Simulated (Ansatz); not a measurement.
Z-matrix (Å, degrees):
```
C
B 1 1.567
H 1 1.095 2 111.4
H 1 1.098 2 108.1 3 -115.7
H 1 1.091 2 115.1 3 124.3
C 2 1.568 1 121.3 3 40.5
S 2 1.796 1 122.2 3 -140.4
H 6 1.095 2 110.6 1 47.8
H 6 1.091 2 115.2 1 171.3
H 6 1.097 2 108.8 1 -67.8
H 7 1.344 2 99.1 1 2.1
```

Charge 0, multiplicity 1.

(1) List the ωB97M-V/def2-TZVPP orbital energies in eV (the Gaussian-basis code of Ansatz). (An estimate is asked.)

Answers

(1) The calculation gave: Occupied: -2426.65, -280.75, -280.68, -220.67, -188.12, -163.78, -163.66, -163.63, -23.70, -22.27, -21.81, -15.56, -14.47, -14.11, -13.95, -13.20, -12.67, -11.45, -10.85, -10.03. Lowest empty: 1.68, 1.96, 2.88, 3.37, 3.96, 4.12, 4.64, 5.03.
